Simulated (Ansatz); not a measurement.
C4H12BrClN2Zr, SMILES `C[N](C)[Zr]([Cl])([Br])[N](C)C`. Total charge 0; spin multiplicity 1. Zr takes the def2 core potential. The structure was optimised at the PBE0-D4/def2-TZVP level. It is one conformer, not always the lowest.

```xyz
21

C    -1.855    0.288   -1.080
N    -1.512    0.021    0.291
C    -2.660   -0.038    1.170
Zr    0.219   -0.258    1.253
Cl    0.176   -2.379    2.317
Br    0.478    1.699    2.862
N     1.633   -0.188   -0.156
C     1.800    1.107   -0.778
C     2.553   -1.188   -0.637
H    -2.378    1.249   -1.182
H    -2.516   -0.491   -1.484
H    -0.958    0.321   -1.700
H    -3.208    0.914    1.182
H    -3.353   -0.837    0.876
H    -2.356   -0.242    2.206
H     2.804    1.514   -0.600
H     1.637    1.055   -1.863
H     1.084    1.834   -0.372
H     2.384   -2.141   -0.130
H     2.433   -1.351   -1.716
H     3.595   -0.889   -0.459
```

What is the dipole moment at B3LYP/def2-TZVPP? (Estimate.)

The calculation gave: 4.11 D, with components (-0.34, 0.26, -4.09) D in this frame, pointing from negative to positive charge.

And with PBE, r2SCAN, ωB97M-V? (Best estimate.)

Computed: PBE 4.13 D, r2SCAN 4.22 D, ωB97M-V 4.05 D.

Give the Mulliken charges with B3LYP, PBE, r2SCAN in def2-TZVPP. (An estimate is asked.)

Ansatz gave: 
| atom | B3LYP | PBE | r2SCAN |
| --- | --- | --- | --- |
| C1 | -0.19 | -0.19 | -0.06 |
| N2 | -0.36 | -0.28 | -0.36 |
| C3 | -0.14 | -0.14 | -0.02 |
| Zr4 | 0.94 | 0.77 | 0.90 |
| Cl5 | -0.33 | -0.31 | -0.34 |
| Br6 | -0.33 | -0.31 | -0.32 |
| N7 | -0.38 | -0.30 | -0.38 |
| C8 | -0.16 | -0.16 | -0.04 |
| C9 | -0.18 | -0.18 | -0.04 |
| H10 | 0.09 | 0.09 | 0.05 |
| H11 | 0.09 | 0.09 | 0.05 |
| H12 | 0.09 | 0.09 | 0.05 |
| H13 | 0.10 | 0.09 | 0.06 |
| H14 | 0.10 | 0.09 | 0.06 |
| H15 | 0.09 | 0.09 | 0.05 |
| H16 | 0.10 | 0.10 | 0.06 |
| H17 | 0.09 | 0.09 | 0.05 |
| H18 | 0.09 | 0.10 | 0.06 |
| H19 | 0.10 | 0.10 | 0.06 |
| H20 | 0.09 | 0.09 | 0.05 |
| H21 | 0.10 | 0.09 | 0.06 |

B3LYP here is the variant with VWN-RPA as its local correlation; programs differ in this.
